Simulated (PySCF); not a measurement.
C4H5F. Atoms are numbered in the order given.

```xyz
10

C      0.2295     2.4635     0.0000
C     -0.3964     1.2717     0.0000
C      0.2789    -0.0096     0.0000
C     -0.3845    -1.1763     0.0000
F      0.2489    -2.3506     0.0000
H      1.3225     2.5309     0.0000
H     -0.3320     3.4010     0.0000
H     -1.4945     1.2462     0.0000
H      1.3749    -0.0355     0.0000
H     -1.4755    -1.2833     0.0000
```

Coordinates come from a r2SCAN-D4/def2-SVP optimisation. Other conformers were not sampled.

All values below come from PySCF with r2SCAN/def2-TZVP.

Gas-phase values at a fixed geometry.

Computed frontier levels, gap, dipole moment and polarisability:
The highest occupied level comes out as -5.82 eV and the lowest empty level is -1.63 eV. The orbital gap comes out as 4.19 eV and the dipole moment comes out as 1.02 D. The quadrupole, principal values (traceless, Buckingham form, about the centre of nuclear charge) comes out as -3.87, -2.41, 6.28 D·Å and the mean static polarisability comes out as 54.7 bohr³ (8.11 Å³). The polarisability, principal values is 30.7, 44.1, 89.4 bohr³.
